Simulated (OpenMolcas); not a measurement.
# Ionisation energies of vanadium

- Program: OpenMolcas 26.06
- Basis: ANO-RCC [10s9p8d6f4g2h]
- Scalar Hamiltonian: DKH2, point nucleus
- Spin-orbit coupling: RASSI with atomic mean-field integrals over the reference wave functions, term energies averaged over their components

Active shells in each charge state: the valence d shell, with orbitals averaged over the low states. Where CASPT2's correlated closed shells are named, they are those of the first ion.

A. CASSCF
B. SS-CASPT2, IPEA 0.25 Eh, imaginary shift 0.1 Eh (closed shells correlated: 3s 3p)
C. SS-CASPT2, IPEA 0.25 Eh, imaginary shift 0.1 Eh (closed shells correlated: 2s 2p 3s 3p)
D. SS-CASPT2, IPEA 0.25 Eh, imaginary shift 0.1 Eh (closed shells correlated: none)
E. SS-CASPT2, IPEA 0 Eh, imaginary shift 0.1 Eh (closed shells correlated: 3s 3p)

Energies in eV between the lowest computed levels, named as in B; reference values from the NIST Atomic Spectra Database with their kind.

| From | To | A | B | C | D | E | Spin-orbit share in B | Reference |
| --- | --- | --- | --- | --- | --- | --- | --- | --- |
| V3+ 3d² ³F₂ | V4+ 3d ²D_3/2 | 45.797 | 46.781 | 46.829 | 45.970 | 46.849 | +0.008 | 46.709 (measured) |
| V4+ 3d ²D_3/2 | V5+ 3p⁶ ¹S₀ | 64.236 | 65.169 | 65.234 | 64.236 | 65.229 | +0.046 | 65.282 (measured) |

Error against the reference values, in %:

| From | Reference | A | B | C | D | E |
| --- | --- | --- | --- | --- | --- | --- |
| V3+ | measured | -2.0 | +0.2 | +0.3 | -1.6 | +0.3 |
| V4+ | measured | -1.6 | -0.2 | -0.1 | -1.6 | -0.1 |

Mean absolute error over the 2 measured values: A 0.98 eV, B 0.09 eV, C 0.08 eV, D 0.89 eV, E 0.10 eV.

The lowest level within the active space need not be the ion's true ground level.
